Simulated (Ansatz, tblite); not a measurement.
Removing and adding an electron: Cd7H20S7. Charge 0, multiplicity 1. Geometry: PBE-D4/def2-SVP. Ansatz, gas phase; energy differences of separate SCF runs; the oxidised species was run as a doublet alone; the reduced species was run as a doublet alone.

Cartesian coordinates in Å:
```
Cd 5.042 1.733 0.103
S 2.386 3.284 1.118
S 2.630 -0.092 -0.347
Cd 1.914 -1.160 1.904
Cd -0.548 3.093 1.372
S -0.075 0.720 2.353
S -0.224 -2.623 1.009
Cd -1.975 -1.227 2.479
Cd 1.398 0.690 -2.486
S -0.471 2.162 -1.063
S -0.641 -1.145 -2.492
Cd -1.970 -2.951 -1.011
Cd -2.521 0.730 -2.150
S -3.039 -0.681 0.076
H 5.396 1.125 1.647
H 4.938 2.467 -1.425
H 2.754 3.764 2.340
H 2.555 4.499 0.524
H 3.249 -1.182 -0.881
H 2.751 -1.762 3.251
H -1.193 4.508 2.041
H 0.029 0.992 3.684
H -0.203 -3.799 1.695
H -1.548 -5.042 3.733
H -1.849 -4.345 3.858
H -2.841 -1.568 3.897
H 1.901 1.286 -3.992
H -0.606 3.305 -1.792
H -0.854 -1.482 -3.794
H -2.676 -1.021 -5.790
H -2.707 -4.386 -1.528
H -3.679 1.425 -3.177
H -2.936 -0.470 -5.321
H -4.387 -0.846 0.165
```

In the def2 sets Cd takes a core potential; there is no spin–orbit coupling. The xTB rows come from tblite. Correlated methods freeze 35 core orbitals; core or outer-core shells of Cd are correlated, in sets that lack core-valence functions. Single mean-field runs in def2-TZVP are fitted with def2-universal-jkfit. In the singlet geometry the species has come apart into loosely held pieces. In the singlet, H24 and H25 lie 0.77 Å apart, H30 and H33 lie 0.77 Å apart (atoms count from 1), so H2 has formed as a molecule. In the doublet geometry the species has come apart into loosely held pieces.

```csv
level,−HOMO (eV),vertical IE (eV),−LUMO (eV),vertical EA (eV),HOMO–LUMO gap (eV),IE − EA (eV),remarks
GFN1-xTB,9.82,11.42,6.27,4.95,3.55,6.47,–
GFN2-xTB,9.93,12.02,7.04,4.64,2.89,7.38,–
PBE-D4/def2-TZVP,6.12,–,2.22,0.83,3.91,–,HOMO above zero (-1 doublet)
PBE0-D4/def2-TZVP,7.24,8.44,1.41,0.45,5.83,7.99,HOMO above zero (-1 doublet)
B2PLYP/def2-TZVP,–,8.61,–,0.34,–,8.27,–
```

Run but left out: PBE-D4/def2-TZVP (charge +1 doublet: an occupied level 0.16 eV above an empty one).   A HOMO above zero means that the electron is unbound at that level or that self-interaction error raises the level; the energy of removing that electron tells which. Raw xTB energy differences between charge states are shifted by several eV; the methods need an empirical correction for them. Sets without diffuse functions give affinities that are too small.
